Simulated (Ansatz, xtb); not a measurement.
## Two isomers of C5H4FP

Structure a: `FC1=CC=PC=C1`, a singlet. Structure b: `FC1=CC=CC=P1`, a singlet. Both are isolated molecules in the gas phase, relaxed with PBE-D3(BJ)/def2-SVP.

a (Å):

```xyz
11

C     0.1560    0.4248    1.7309
C    -0.0570    0.8230    0.4036
C     0.7831    0.4134   -0.6359
C     2.1489   -0.9142    1.2507
C     1.2062   -0.4048    2.1485
F    -0.7044    0.8683    2.6659
P     2.1917   -0.6245   -0.4811
H    -0.9209    1.4785    0.2066
H     0.5461    0.7714   -1.6523
H     2.9444   -1.5599    1.6606
H     1.2627   -0.6441    3.2229
```

b (Å):

```yaml
atoms:
  - { symbol: C, position_ang: [-0.6268, 0.2331, 1.4546] }
  - { symbol: C, position_ang: [-0.1569, 0.1280, 0.1431] }
  - { symbol: C, position_ang: [1.2057, -0.0133, -0.1604] }
  - { symbol: C, position_ang: [2.2026, -0.0598, 0.8280] }
  - { symbol: C, position_ang: [1.9188, 0.0306, 2.1956] }
  - { symbol: F, position_ang: [-1.9618, 0.3650, 1.6141] }
  - { symbol: P, position_ang: [0.3396, 0.2123, 2.9346] }
  - { symbol: H, position_ang: [-0.9054, 0.1601, -0.6655] }
  - { symbol: H, position_ang: [1.4994, -0.0902, -1.2184] }
  - { symbol: H, position_ang: [3.2518, -0.1724, 0.5097] }
  - { symbol: H, position_ang: [2.7631, -0.0149, 2.9052] }
```

Quicker runs give these differences E(b) − E(a): GFN2-xTB +0.062 eV; HF/STO-3G +0.017 eV (at GFN2-xTB geometries); r2SCAN-D4/def2-SVP +0.130 eV (at GFN2-xTB geometries).

Problem. Estimate E(b) − E(a) at the level CCSD(T)/def2-SVP + ΔMP2/def2-TZVPP.

Solution. Calculated at CCSD(T)/def2-SVP + ΔMP2/def2-TZVPP: E(b) − E(a) = +0.115 eV, so structure a lies lower.

The same difference at several levels:

```
                             level             geometry  E(b) − E(a) (eV)  departure from the last row (eV)  job, with rough time for the two
                          GFN2-xTB             GFN2-xTB              +0.062                            −0.053               optimisation, 0.1 s
                         HF/STO-3G             GFN2-xTB              +0.017                            −0.098               single point, 0.4 s
                r2SCAN-D4/def2-SVP             GFN2-xTB              +0.130                            +0.015               single point, 4.8 s
               PBE-D3(BJ)/def2-SVP  PBE-D3(BJ)/def2-SVP              +0.118                            +0.003                optimisation, 15 s
                       HF/def2-SVP  PBE-D3(BJ)/def2-SVP              +0.163                            +0.048           part of the CCSD(T) run
                      MP2/def2-SVP  PBE-D3(BJ)/def2-SVP              +0.141                            +0.026           part of the CCSD(T) run
                  CCSD(T)/def2-SVP  PBE-D3(BJ)/def2-SVP              +0.130                            +0.015                      single point
CCSD(T)/def2-SVP + ΔMP2/def2-TZVPP  PBE-D3(BJ)/def2-SVP              +0.115                                                  single point, 58 s
```

As drawn, both hold the same kinds of bond in the same numbers.

HF/STO-3G finds them nearly level. The largest departure from CCSD(T)/def2-SVP + ΔMP2/def2-TZVPP is that of HF/STO-3G, 0.098 eV. The last row adds to CCSD(T) the change of the MP2 difference between the two basis sets, here −0.015 eV.

With thermal terms from frequencies at re-optimised GFN2-xTB minima (ideal gas, soft modes damped towards free rotors, one conformer each, 298.15 K, 1 atm): the zero-point term adds +0.005 eV; ΔH is +0.121 and ΔG +0.102 eV.

The correlated steps freeze 11 core orbitals. Programs: Ansatz 0.2.0, xtb 6.7.1; the last row on 2 threads of Arm Neoverse V2 on a shared host.
